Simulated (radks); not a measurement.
Spherical quantum dot in the effective-mass picture: electrons in a well V = -V0 / (1 + exp((r - R)/a)) with V0 = 38.2, R = 1.56, a = 0.16, all in effective atomic units (hartree* = m*/eps^2 hartree, bohr* = eps/m* bohr), one dielectric constant everywhere. Method: non-relativistic Kohn-Sham, LDA (Slater exchange, Perdew-Wang correlation), spin-polarised, spherical densities; computed with a radial shooting solver with Libxc functionals. Levels are named by radial order and angular momentum (1s, 1p, 1d, 2s, ...), and open shells are averaged over m. Results are scaled to m* = 0.504 and eps = 9.3, for which hartree* = 158.6 meV and bohr* = 0.9765 nm.

N = 5, configuration 1s2 1p(up 3, down 0). This is the lowest configuration that the search found. Occupied and some empty levels:

level    occupation  eigenvalue (meV)  <r> (nm)
1s up             1           -4904.7    0.7439
1s down           1           -4859.4    0.7418
1p up             3           -4551.3    0.8767
1p down           0           -4504.0    0.8781
1d up             0           -4101.3    0.9695
1d down           0           -4055.4    0.9720
2s up             0           -3868.0    0.7872
2s down           0           -3835.2    0.7888
1f up             0           -3572.8     1.043
1f down           0           -3529.7     1.046

Energy (meV): total -25337.8, kinetic 2402.0, external -29256, Hartree 2106.8, exchange-correlation -590.33.
